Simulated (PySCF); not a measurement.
# Spinor energies of Hf⁴⁵⁺ (hafnium, charge +45)

Start: [Ar] 3d9; 3d3/2 filled at m_j = -3/2, -1/2, +1/2, +3/2; 3d5/2 filled at m_j = -3/2, -1/2, +1/2, +3/2, +5/2. Calculated with PySCF 2.14 in an even-tempered Gaussian basis (16 s from 11 bohr⁻², ratio 2.8; 13 p from 14 bohr⁻², ratio 2.8; 8 d from 14 bohr⁻², ratio 2.8; 3 f from 52 bohr⁻², ratio 3): generalised Hartree-Fock with the X2C-1e Hamiltonian and a Gaussian nucleus; one run each with spin-orbit coupling (SO) switched off, then screened by Boettger's factors.

```tsv
spinor shell	electrons	ε, spin-free (eV)	ε, screened SO (eV)	weight of nominal j (screened SO)	rms radius, screened SO (bohr)
1s1/2	2	-68042.3	-68024.3	1.000	0.0215
2s1/2	2	-13663.9	-13658.0	1.000	0.0867
2p1/2	2	-12286.6	-13142.5	1.000	0.0738
2p3/2	4	-12286.6	-11934.9	1.000	0.0809
3s1/2	2	-4788.5	-4786.8	1.000	0.218
3p1/2	2	-4365.8	-4566.0	1.000	0.209
3p3/2	4	-4365.8	-4282.2	1.000	0.222
3d3/2	4	-3894.4	-3931.0	0.996	0.194
3d5/2	5	-3894.4	-3868.7	0.997	0.198
```

```
   quantity     spin-free   screened SO
E (hartree)  -13614.29863  -13630.47521
        M_J           5/2           5/2
       ⟨J²⟩         8.750         8.750
       ⟨L²⟩         6.000         6.054
       ⟨S²⟩         0.750         0.804
```

Each row is a mean over spinors that exchange with the open shell spreads, by up to 26.191 eV (3p3/2).

Breit and QED terms are absent; they matter most for the inner s and p1/2 levels.

Densities and radii are taken from the X2C orbitals without a picture-change correction, which distorts them close to the nucleus.

Without spin-orbit coupling the j labels of p, d and f shells carry no meaning; the spin-free column gives the mean over the occupied spinors of each nl shell.
